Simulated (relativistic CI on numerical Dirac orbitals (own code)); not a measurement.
Ta+: what numerical and physical settings do to a radial Dirac CI calculation

Reference input:

```
atom Ta  Z=73  charge=1  electrons=72
nucleus A=181  rms_radius_fm=5.3507
hamiltonian dirac-coulomb  breit=on  qed=on  c_scale=1
orbitals kli  potential=per-configuration
slater_scale 1
correlation none
mixing on
grid step=0.0125 r_max=129.7
scf mixing=0.4 start=green max_iterations=150 tolerance=2e-08 node_fill=0.05
configurations
  [Xe] 4f14 5d3 6s
  [Xe] 4f14 5d2 6s2
end
```

Computed lowest total energy -15588.90088 Ha, first excitation 849.0 cm⁻¹, 28 SCF steps. Runs with settings changed; * marks those that are bad on purpose:

```csv
Changed,Outcome,Lowest level,ΔE (Ha),First excitation (cm⁻¹),SCF steps,Message
QED terms off,converged,5d³6s ⁵F1,-11.1,845.8,28,
"SCF mixing 0.1, QED terms off, nuclear radius 6.9559 fm",converged,5d³6s ⁵F1,-9.85,845.9,65,
grid step 0.006,converged,5d³6s ⁵F1,-0.000186,849.0,29,
end of the grid at 194.55 bohr,converged,5d³6s ⁵F1,9.09e-12,849.0,28,
end of the grid at 10.38 bohr *,not converged,,,,13,orbital 5d3/2 not found
nuclear radius 5350.7 fm *,converged,5d³6s ⁵F1,7580,461.7,24,
```

With so few configurations and no correlation, terms lie too far apart (by 10 to 50 % near neutrality), their order can be wrong, and levels of other configurations are missing.
